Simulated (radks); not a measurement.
The numbers below are computed, except where a source is named.
Spin polarisation of the 3d8 shell in Co+. Start: [Ar] 3d(up 4, down 4); electrons of 3d are moved from spin down to spin up, other shells keep equal spins. Level of theory: scalar-relativistic Kohn-Sham, LDA (Slater exchange, Perdew-Wang correlation), spin-polarised, spherical densities, point nucleus (a radial shooting solver on a logarithmic mesh with Libxc functionals).

moment (Bohr magnetons)	E - E(0) (eV)	e(3d up) (eV)	e(3d down) (eV)	3p down minus up (eV)	3s down minus up (eV)	2p down minus up (eV)
0	0.000	-12.567	-12.567	0.000	0.000	0.000
0.5	-0.053	-12.772	-12.349	0.489	0.502	0.196
1	-0.211	-12.964	-12.119	0.978	1.004	0.391
1.5	-0.475	-13.144	-11.877	1.466	1.506	0.586
2	-0.845	-13.311	-11.622	1.955	2.008	0.780

At moment 2 the spin-polarisation energy is -0.845 eV and the 3d exchange splitting 1.689 eV, that is 0.844 eV per Bohr magneton; E = -I m^2/4 would give I = 0.845 eV.
